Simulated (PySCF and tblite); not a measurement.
Values are calculated unless marked as measured or tabulated.
C10H12O, numbered as in [CH3:1][CH2:2][CH2:3][C:4](=[O:5])[c:6]1[cH:7][cH:8][cH:9][cH:10][cH:11]1.

Level: PBE0-D3(BJ)/6-31G*//GFN2-xTB, thermal terms from GFN2-xTB, symmetry numbers and mirror pairs counted. Conformers within 3 kcal/mol (GFN2-xTB free energy) were kept, 10 at most. Codes: tblite and PySCF.

Rotational constants are equilibrium values for the commonest isotopes; dipoles come from the energy level named.

Torsions listed: C1–C2–C3–C4, C2–C3–C4–O5, O5–C4–C6–C7. Of a mirror pair one member is shown.

```json
{"conformer": "1", "shape": "73°, 9°, -8°", "symmetry": "C1 (pair)", "weight %": "49.7"}
{"conformer": "2", "shape": "180°, 0°, 0°", "symmetry": "Cs", "weight %": "44.4"}
{"conformer": "3", "shape": "180°, 112°, 159°", "symmetry": "C1 (pair)", "weight %": "2.9"}
{"conformer": "4", "shape": "-61°, 120°, 152°", "symmetry": "C1 (pair)", "weight %": "1.9"}
{"conformer": "5", "shape": "68°, 60°, -153°", "symmetry": "C1 (pair)", "weight %": "1.1"}
```

Sets of constants, in random order:

| set | A (MHz) | B (MHz) | C (MHz) | abs μa (D) | abs μb (D) | abs μc (D) |
| --- | --- | --- | --- | --- | --- | --- |
| P | 2922 | 554 | 470 | 1.18 | 2.48 | 0.00 |
| Q | 2902 | 586 | 519 | 1.58 | 2.26 | 0.31 |
| R | 1916 | 752 | 680 | 1.22 | 2.77 | 0.24 |
| S | 1919 | 707 | 567 | 0.61 | 2.96 | 0.14 |
| T | 2241 | 703 | 581 | 1.04 | 2.26 | 1.06 |

(1) Match each set to its conformer.

Results:

(1) P is conformer 2, Q is conformer 1, R is conformer 4, S is conformer 3, T is conformer 5.
